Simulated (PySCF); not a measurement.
# BiO at PBE0

Level: PBE0. Bi cc-pVDZ-PP with ECP60, O cc-pVDZ; scalar-relativistic core potentials (PySCF 2.14).

For BiO, the state is ⁴Π (quartet), unpaired electrons π ↑↑↑, a second solution, started from another occupation, the bond length is 216.5 pm and the harmonic wavenumber is 533 cm⁻¹. The force constant is 2.48 mdyn/Å and the rotational constant Be is 0.2420 cm⁻¹. The anharmonicity ωexe is 2.35 cm⁻¹ and the vibration–rotation constant αe is 0.00146 cm⁻¹. The energy of the minimum from ground-state Bi + O is -1.83 eV, the bond order (Mayer) is 0.96 and the dipole moment (positive dipole means Bi(−)O(+)) is -2.73 D.

Spin–orbit coupling is left out, which matters for elements this heavy, above all for dissociation energies.
